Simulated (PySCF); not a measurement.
CH10Si4, SMILES [SiH2]1[SiH2][Si@H]([SiH3])C1.

The structure is a stationary point at ωB97X-D3(BJ)/def2-SVP. The structure was generated by enumeration; whether it is a known compound was not checked.

Method: TDA-ωB97X/def2-SVPD (PySCF).

Vertical excitations. 

Computed lowest excited states:
```csv
state,energy (eV),λ (nm),f,main pairs
S1,5.72,217,0.019,HOMO→LUMO+1 86 %
S2,5.83,213,0.156,HOMO→LUMO 88 %
S3,6.65,186,0.149,"HOMO→LUMO+2 68 %, HOMO→LUMO+3 14 %"
S4,6.76,183,0.035,"HOMO→LUMO+3 70 %, HOMO→LUMO+2 17 %"
S5,6.98,178,0.050,HOMO−1→LUMO+1 70 %
S6,7.02,177,0.024,"HOMO−2→LUMO+1 44 %, HOMO−1→LUMO 17 %, HOMO−2→LUMO 10 %"
S7,7.08,175,0.039,"HOMO−2→LUMO+1 35 %, HOMO−1→LUMO 34 %, HOMO−2→LUMO+2 8 %"
S8,7.17,173,0.049,"HOMO→LUMO+5 25 %, HOMO−2→LUMO 23 %, HOMO−1→LUMO 11 %, HOMO−2→LUMO+1 6 %"
S9,7.34,169,0.010,"HOMO−2→LUMO 38 %, HOMO→LUMO+5 23 %, HOMO−2→LUMO+2 8 %"
S10,7.38,168,0.203,"HOMO−2→LUMO+2 44 %, HOMO−1→LUMO 12 %"
T1,5.07,245,0,"HOMO→LUMO+1 70 %, HOMO→LUMO 18 %"
T2,5.33,232,0,"HOMO→LUMO 69 %, HOMO→LUMO+1 16 %"
T3,5.70,218,0,HOMO→LUMO+2 73 %
T4,6.15,202,0,HOMO−2→LUMO+1 58 %
```
Triplets are in the Tamm–Dancoff approximation.
